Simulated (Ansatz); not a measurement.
The inner images of a band of C₂H₆BClO (11 atoms, charge 0, multiplicity 1) are given out of order.

All numbers below come from Ansatz 0.2.0, RKS PBE0-D4/def2-SVP.

First end point:

```xyz
11
Properties=species:S:1:pos:R:3
O 0.027 1.663 1.548
B -0.471 0.829 0.611
C 0.226 -0.564 0.379
C 0.245 -0.980 -1.076
Cl 1.095 0.254 -2.072
H -0.477 2.478 1.630
H -1.471 1.141 -0.010
H -0.353 -1.320 0.947
H 1.244 -0.568 0.800
H -0.770 -1.061 -1.490
H 0.770 -1.930 -1.248
```

Last end point:

```xyz
11
Properties=species:S:1:pos:R:3
O -0.369 1.916 1.288
B -0.717 0.867 0.517
C 0.138 -0.461 0.404
C 0.283 -0.927 -1.030
Cl 1.095 0.333 -2.020
H 0.484 1.801 1.722
H -1.772 0.972 -0.071
H -0.404 -1.247 0.966
H 1.134 -0.368 0.871
H -0.696 -1.105 -1.497
H 0.889 -1.838 -1.128
```

Q: Put them in order from the first end to the last, with their energies above the first end.
A.
```xyz
11
Properties=species:S:1:pos:R:3
O -0.389 1.850 1.392
B -0.670 0.793 0.599
C 0.141 -0.560 0.428
C 0.279 -0.916 -1.038
Cl 1.125 0.416 -1.907
H 0.484 2.235 1.460
H -1.720 0.901 -0.005
H -0.472 -1.349 0.912
H 1.123 -0.570 0.926
H -0.700 -1.027 -1.527
H 0.865 -1.828 -1.220
```
B.
```xyz
11
Properties=species:S:1:pos:R:3
O -0.268 1.698 1.546
B -0.642 0.780 0.615
C 0.126 -0.590 0.424
C 0.269 -0.925 -1.043
Cl 1.115 0.423 -1.894
H 0.338 2.413 1.350
H -1.657 0.973 -0.037
H -0.480 -1.382 0.909
H 1.107 -0.585 0.924
H -0.706 -1.031 -1.537
H 0.862 -1.830 -1.235
```
C.
```xyz
11
Properties=species:S:1:pos:R:3
O -0.111 1.618 1.557
B -0.614 0.775 0.623
C 0.113 -0.613 0.427
C 0.259 -0.928 -1.045
Cl 1.100 0.430 -1.892
H 0.177 2.504 1.345
H -1.619 1.023 -0.030
H -0.480 -1.413 0.906
H 1.100 -0.594 0.918
H -0.716 -1.032 -1.541
H 0.857 -1.827 -1.246
```
D.
```xyz
11
Properties=species:S:1:pos:R:3
O -0.368 1.940 1.230
B -0.712 0.821 0.562
C 0.135 -0.514 0.433
C 0.287 -0.901 -1.026
Cl 1.138 0.400 -1.929
H 0.534 1.975 1.562
H -1.800 0.867 0.028
H -0.451 -1.312 0.929
H 1.122 -0.489 0.924
H -0.690 -1.026 -1.514
H 0.872 -1.819 -1.177
```
E.
```xyz
11
Properties=species:S:1:pos:R:3
O 0.114 1.655 1.439
B -0.521 0.783 0.628
C 0.145 -0.633 0.424
C 0.258 -0.946 -1.054
Cl 1.047 0.425 -1.923
H -0.248 2.546 1.430
H -1.560 1.081 0.065
H -0.453 -1.428 0.908
H 1.140 -0.634 0.895
H -0.726 -1.072 -1.524
H 0.868 -1.834 -1.267
```
F.
```xyz
11
Properties=species:S:1:pos:R:3
O 0.092 1.689 1.466
B -0.483 0.811 0.618
C 0.192 -0.597 0.403
C 0.252 -0.968 -1.064
Cl 1.072 0.329 -2.006
H -0.384 2.523 1.528
H -1.524 1.100 0.055
H -0.414 -1.362 0.928
H 1.197 -0.619 0.851
H -0.751 -1.073 -1.501
H 0.816 -1.891 -1.256
```
G.
```xyz
11
Properties=species:S:1:pos:R:3
O 0.031 1.596 1.514
B -0.575 0.775 0.628
C 0.107 -0.634 0.428
C 0.256 -0.931 -1.049
Cl 1.091 0.437 -1.885
H -0.021 2.544 1.381
H -1.578 1.072 -0.003
H -0.484 -1.440 0.897
H 1.095 -0.616 0.915
H -0.717 -1.035 -1.548
H 0.859 -1.825 -1.257
```

A: F (+0.1 kcal/mol), E (+0.7 kcal/mol), G (+4.2 kcal/mol), C (+10.5 kcal/mol), B (+14.0 kcal/mol), A (+7.8 kcal/mol), D (+1.5 kcal/mol).

Run time: 6.9 min on 2 threads of Arm Neoverse V1 (shared host), peak memory 0.23 GiB.
